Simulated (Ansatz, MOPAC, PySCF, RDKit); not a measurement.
Complex: H2O (SMILES O) (first 3 atoms) with SiH4 (SMILES [SiH4]); geometry from B3LYP-D3(BJ)/def2-TZVP, rigid monomers moved along the line of their centres of mass till O1···Si4 is 2.82 Å.
(charge 0, multiplicity 1):
```xyz
8

O      0.465     0.312     0.348
H      0.073    -0.470    -0.056
H     -0.118     1.042     0.110
Si    -0.140    -0.065     3.075
H     -0.529    -1.280     2.325
H     -0.503    -0.270     4.501
H     -0.896     1.105     2.575
H      1.314     0.168     2.981
```

Counterpoise-corrected where a basis set is named; no monomer relaxation. Rows marked so take none. RDKit's UFF carries no charges.

Cores are frozen in the correlated methods. Rows in 6-31G* carry no dispersion term and start afresh at each structure (6-31G* with six Cartesian d functions). MP2/6-31G* freezes PySCF's default core. The state reached by PM3 isn't checked.

The values were computed with Ansatz (Gaussian orbitals); MOPAC for PM3 (differences of heats of formation); PySCF for 6-31G* rows, the dispersion terms; RDKit for the force fields. 

```
level                         interaction energy (kcal/mol)
----------------------------  -----------------------------
UFF                                                    4.95
PM3                                                    2.16
HF/6-31G* (no counterpoise)                           -0.30
HF/aug-cc-pV(D+d)Z                                     1.92
PBE0-D3(BJ)/def2-TZVPPD                               -0.96
PBE0-D4/def2-TZVPPD                                   -0.84
wB97X-V/def2-TZVPPD                                   -0.78
MP2/6-31G* (no counterpoise)                          -2.16
SCS-MP2/aug-cc-pV(T+d)Z                                 [?]
```

**Question.** What belongs in the gaps?

**Answer.** 
- SCS-MP2/aug-cc-pV(T+d)Z, interaction energy (kcal/mol): 0.10

Ansatz is a quantum-chemistry and plane-wave program.
